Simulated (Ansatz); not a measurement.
Program: Ansatz. Geometries: PBE0-D4/def2-TZVP. ΔE: electronic, gas phase. CBS: MP2 limit from def2 TZ/QZ plus the TZ coupled-cluster correction, frozen cores. Functionals use def2-TZVPP. For Ge, Se outer-core shells are correlated without core-valence functions, which leaves a few kJ/mol of doubt a bond. Scalar relativity is left out up to krypton. One conformer a species, not always the lowest.

Reaction (redistribution): `[NH2][GeH]([F])[SiH3]` + `ClC=[Se]` → `[SiH3]C=[Se]` + `[NH2][GeH]([F])[Cl]`

`[NH2][GeH]([F])[SiH3]`:

Cartesian coordinates in Å:
```
N -1.722 -0.433 0.580
Ge -0.091 0.350 0.769
F -0.227 2.103 0.667
Si 1.338 -0.284 -1.029
H -2.384 -0.267 1.325
H -2.176 -0.307 -0.312
H 0.380 0.088 2.209
H 0.601 -0.112 -2.308
H 1.730 -1.709 -0.873
H 2.550 0.572 -1.028
```

`ClC=[Se]`:

```xyz
4

Cl    1.084    0.004   -1.228
C     0.031    0.001    0.116
Se   -1.708   -0.016    0.066
H     0.593    0.011    1.046
```

`[SiH3]C=[Se]`:

Z-matrix (Å, degrees):
```
Si
C 1 1.871
H 1 1.489 2 108.7
H 1 1.489 2 108.8 3 117.3
H 1 1.480 2 109.8 3 -121.3
Se 2 1.754 1 124.0 3 120.7
H 2 1.092 1 118.4 3 -59.2
```

`[NH2][GeH]([F])[Cl]`:

```xyz
7

N    -0.763    0.844   -0.339
Ge    0.458   -0.451   -0.051
F     1.394   -0.167    1.385
Cl   -0.618   -2.249    0.331
H    -1.538    0.852    0.309
H    -0.392    1.778   -0.447
H     1.459   -0.607   -1.189
```

```tsv
level	ΔE (kJ/mol)
ωB97M-V	-113.5
CCSD/CBS(def2)	-117.2
```

(1) What does CCSD(T)/CBS give? (Estimate.)

Largest T1 diagnostic among the species: 0.014.

## Answers

(1) The calculation gave: -112.6 kJ/mol. The listed levels differ from it by -0.9, -4.6 kJ/mol.

From PBE to PBE0 (25 % exact exchange), in def2-TZVPP and without D4, ΔE moves by −14.8 kJ/mol. In def2-TZVPP, CCSD(T) changes the Hartree–Fock value by +25.7 kJ/mol (the triples alone add +4.6 kJ/mol) and MP2 by +23.7 kJ/mol.
